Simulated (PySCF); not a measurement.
B(F)(Et)(Vi), SMILES C=CB(F)CC (C₄H₈BF) at its B3LYP/def2-SVP optimised geometry (Å):

```
14

B     -0.6735     0.6117     0.0000
F     -1.3025     1.7975     0.0000
C      0.9028     0.6117     0.0000
C      1.5775     1.8706     0.5616
H      1.1890     0.4796    -1.0652
H      1.2896    -0.2952     0.4972
H      1.3520     2.0042     1.6325
H      1.2301     2.7785     0.0441
H      2.6740     1.8276     0.4606
C     -1.5917    -0.6494    -0.0538
C     -1.1490    -1.9154     0.0273
H     -2.6740    -0.4916    -0.1589
H     -1.8232    -2.7785    -0.0119
H     -0.0841    -2.1482     0.1401
```

Computed with B3LYP/def2-TZVP in PySCF 2.14.0. Cells within 0.4 Å of a nucleus heavier than hydrogen are left out (blank, or x).

Map of the log10 of the electron density (e/bohr³), floored at −4 on the plane z = 0.0 Å:

```
|0000000000000000000000000000000|
|0000000000000000000000000000000|
|0000000000000000011111000000000|
|0000000000000001123332100000000|
|0000000000111112344443221000000|
|0000000012233223456655432100000|
|0000000123454433467876543210000|
|0000001245676544568876654321000|
|0000002356898754567887665432000|
|00000024689xx865567887776532000|
|0000012468xxx865667887776532000|
|0000012457899876778877665432000|
|0000012346788x77888876554321000|
|000012344567xxx88xx876543210000|
|0001245566778x888xx876432100000|
|0002356777888777788875431000000|
|0012457888x98766677765421000000|
|0012457888xx8755556665321000000|
|0002356778x98765445544310000000|
|0001245667898766544432210000000|
|00001345678xx877643221000000000|
|00001234678xx888653210000000000|
|0000013567888888653200000000000|
|0000013568887776543100000000000|
|0000013467876655432100000000000|
|0000012456665443321000000000000|
|0000001344443322110000000000000|
|0000000123332110000000000000000|
|0000000011111000000000000000000|
|0000000000000000000000000000000|
|0000000000000000000000000000000|
```
Scale: ten equal steps from -4.00 (start of '0') to -0.087 (end of '9'), in the order '0123456789'; x runs from -5.00 to 5.00, y from -5.00 (bottom) to 5.00 (top).
